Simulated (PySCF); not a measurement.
Species: diacetylene, C₄H₂.
Bonds: C1–C2 (triple), C2–C3, C3–C4 (triple). Hydrogens: H5 on C1; H6 on C4.

The calculation used PySCF, BHandHLYP/6-31+G* geometry optimisation, gas phase.

**Question.** Give the optimised bond lengths and angles.

**Answer.** 
```csv
bond,length (Å),order
"C1≡C2, C3≡C4",1.200,triple
C2–C3,1.372,single
"C1–H5, C4–H6",1.060,single
```

Bonds in one row agree within 0.01 Å and their mean is given. Orders are formal, as drawn. A selection of angles:
```csv
angle,degrees
C2–C1–H5,179.8
C1–C2–C3,180.0
```

The 3 C–C bonds span 1.200 Å (C1≡C2, drawn triple) to 1.372 Å (C2–C3, drawn single), a spread of 0.172 Å.

Point group: D∞h (tolerance 0.08 Å). No frequency check.

---

Species: Pt(PH3)2 (singlet state).
Bonds: Pt1–P2, Pt1–P6. Hydrogens: H3, H4, H5 on P2; H7, H8, H9 on P6.

Level of theory: PBE0-D3(BJ)/def2-SVP geometry optimisation, gas phase, def2 core potentials past Kr in PySCF 2.14.0.

Question: What internal coordinates does the optimisation give?

Answer: 
```
                  bond  length (Å)
        Pt1–P2, Pt1–P6       2.241
P2–H3 and 5 like bonds       1.422
```

Bonds in one row agree within 0.01 Å and their mean is given. A selection of angles:
```
    angle  degrees
P2–Pt1–P6    179.3
Pt1–P2–H3    119.8
 H3–P2–H4     97.4
```

P2 (phosphorus bonded to Pt and 3 H) is distorted tetrahedral (angles from 97.3° to 120.1°).

Point group: near D3d, missed by 0.12 Å at most; the miss may be what the optimiser left on a soft mode (D3 holds within 0.08 Å). No frequency check.

On one thread of an Arm Neoverse V1, on a shared host, this took 16 s wall. These figures are those of the optimisation.
